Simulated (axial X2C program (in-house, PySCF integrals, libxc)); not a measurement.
**Excited states of CaF⁻ by EOM-EE-CCSD**

Computed with an in-house all-electron X2C program for linear molecules (integrals from PySCF): two-component X2C with atomic mean-field Coulomb and Gaunt terms, Gaussian nuclei, basis Ca dyall-acv3z, F dyall-av3z with contracted cores.

R = 1.995 Å (near the PBE0 minimum at charge -1 of the determinant lowest at the starting distance; the state shown can have its own minimum elsewhere).

Vertical excitation energies from the closed-shell determinant state of CaF⁻:

```csv
Ω,excitation (eV),cm⁻¹,hole of the leading pair,particle of the leading pair,weight of the pair (for Ω = 0 its time-reversed partner can hold as much again),singles weight
0⁻,0.904,7290,"81% Ca sσ, 13% Ca pσ","88% Ca pπ, 9% Ca dπ",0.48,0.96
0⁺,0.904,7290,"81% Ca sσ, 13% Ca pσ","88% Ca pπ, 9% Ca dπ",0.48,0.96
1,0.905,7297,"81% Ca sσ, 13% Ca pσ","88% Ca pπ, 9% Ca dπ",0.48,0.96
2,0.906,7304,"81% Ca sσ, 13% Ca pσ","88% Ca pπ, 9% Ca dπ",0.96,0.96
0⁻,1.227,9899,"81% Ca sσ, 13% Ca pσ","58% Ca pσ, 37% Ca sσ",0.48,0.95
1,1.227,9899,"81% Ca sσ, 13% Ca pσ","58% Ca pσ, 37% Ca sσ",0.95,0.95
1,1.275,10285,"81% Ca sσ, 13% Ca pσ",100% Ca pπ,0.46,0.92
0⁺,1.348,10875,"81% Ca sσ, 13% Ca pσ","93% Ca pσ, 6% Ca sσ",0.46,0.92
0⁻,1.373,11072,"81% Ca sσ, 13% Ca pσ","60% Ca sσ, 33% Ca pσ",0.47,0.95
1,1.373,11072,"81% Ca sσ, 13% Ca pσ","60% Ca sσ, 33% Ca pσ",0.95,0.95
```

This point took 95 s on 1 thread of Arm Neoverse N1, with other jobs on the host.

Reference electrons by ω block (each with its −ω partner): 1/2: 12, 3/2: 3. 18 electrons of CaF⁻ correlated (inner shells frozen), 84 natural virtual spinors (a truncated set); levels can be off by some tenths of an eV. Roots sought by Ω: (0: 5, 1: 4, 2: 3, 3: 1); rows need 60 % singles weight and stop where some Ω has no more roots. Missing are any skipped roots, higher Ω and states of a further excitation; these come out far too high here and may in truth be low or lowest. T1 of the reference 0.022 (Lee–Taylor). The highest Hartree–Fock level of the anion lies at -0.66 eV; relaxation, partly offset by correlation, puts the detachment threshold some tenths of an eV to over one eV lower in magnitude, and states above it are held by the basis set and are not bound; that holds for every row here. Number of frozen shells: Ca 2 s, 1 p; F 1 s.
